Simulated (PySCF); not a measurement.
(1Z,3Z)-1,4-dichlorobuta-1,3-diene (C₄H₄Cl₂), SMILES Cl/C=C\C=C/Cl.

The structure is a stationary point at PBE0-D3(BJ)/def2-SVP. One conformer was computed; it need not be the lowest.

Computed with PySCF 2.14.0 with TDDFT-PBE/def2-SVPD.

Vertical excitations. The molecule is in vacuum. State labels are in the subgroup C2h.

Computed lowest excited states:
```json
[
 {"state": "S1", "symmetry": "Bu", "energy (eV)": "4.65", "λ (nm)": "267", "f": "0.523", "main pairs": "HOMO→LUMO 96 %"},
 {"state": "S2", "symmetry": "Bg", "energy (eV)": "5.30", "λ (nm)": "234", "f": "0.000", "main pairs": "HOMO−2→LUMO 100 %"},
 {"state": "S3", "symmetry": "Au", "energy (eV)": "5.35", "λ (nm)": "232", "f": "0.000", "main pairs": "HOMO−3→LUMO 100 %"},
 {"state": "S4", "symmetry": "Ag", "energy (eV)": "5.44", "λ (nm)": "228", "f": "0.000", "main pairs": "HOMO−1→LUMO 85 %, HOMO→LUMO+4 15 %"},
 {"state": "S5", "symmetry": "Au", "energy (eV)": "5.62", "λ (nm)": "221", "f": "0.002", "main pairs": "HOMO→LUMO+1 99 %"},
 {"state": "S6", "symmetry": "Bg", "energy (eV)": "5.79", "λ (nm)": "214", "f": "0.000", "main pairs": "HOMO→LUMO+2 99 %"},
 {"state": "S7", "symmetry": "Au", "energy (eV)": "6.14", "λ (nm)": "202", "f": "0.006", "main pairs": "HOMO→LUMO+3 100 %"},
 {"state": "S8", "symmetry": "Bg", "energy (eV)": "6.20", "λ (nm)": "200", "f": "0.000", "main pairs": "HOMO→LUMO+5 99 %"},
 {"state": "S9", "symmetry": "Au", "energy (eV)": "6.68", "λ (nm)": "186", "f": "0.011", "main pairs": "HOMO→LUMO+6 100 %"},
 {"state": "S10", "symmetry": "Ag", "energy (eV)": "6.88", "λ (nm)": "180", "f": "0.000", "main pairs": "HOMO→LUMO+4 64 %, HOMO−6→LUMO 23 %"},
 {"state": "T1", "symmetry": "Bu", "energy (eV)": "2.80", "λ (nm)": "443", "f": "0", "main pairs": "HOMO→LUMO 98 %"},
 {"state": "T2", "symmetry": "Ag", "energy (eV)": "4.66", "λ (nm)": "266", "f": "0", "main pairs": "HOMO−1→LUMO 90 %"},
 {"state": "T3", "symmetry": "Bg", "energy (eV)": "5.20", "λ (nm)": "238", "f": "0", "main pairs": "HOMO−2→LUMO 100 %"},
 {"state": "T4", "symmetry": "Au", "energy (eV)": "5.23", "λ (nm)": "237", "f": "0", "main pairs": "HOMO−3→LUMO 100 %"}
]
```
Triplets are in the Tamm–Dancoff approximation, which puts them higher than full response would, so one can lie above its singlet here.
